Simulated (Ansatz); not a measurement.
Basis-set extrapolation for C2H7NO2Si (`CC(=N)O[SiH2]O`) (PBE0-D4/def2-TZVP geometry, frozen core, Ansatz 0.2.0). Multiplicity 1, RHF reference.

```tsv
	def2-TZVPP	def2-QZVPP
HF	-573.157063	-573.180020
MP2 correlation	-1.129320	-1.213115
CCSD(T) correlation	-1.211410	not run
```

Energies in hartree. Use E(X) = E(∞) + A·exp(−7.88·√X) for Hartree–Fock and E(X) = E(∞) + B·X^(−2.97) for correlation, with X = 3 and 4, and add CCSD(T) minus MP2 of the smaller set to the MP2 limit.

Problem. What is the CCSD(T) energy at the basis-set limit?

Solution. HF limit: -573.180020 + (-0.022957) × 0.13774 = -573.18318. MP2 limit: -1.213115 + (-0.083795) × 0.74074 = -1.27519. Higher-order term: -1.211410 − (-1.129320) = -0.08209. Total: -574.54046 hartree, 451.6 kJ/mol below CCSD(T)/def2-TZVPP.
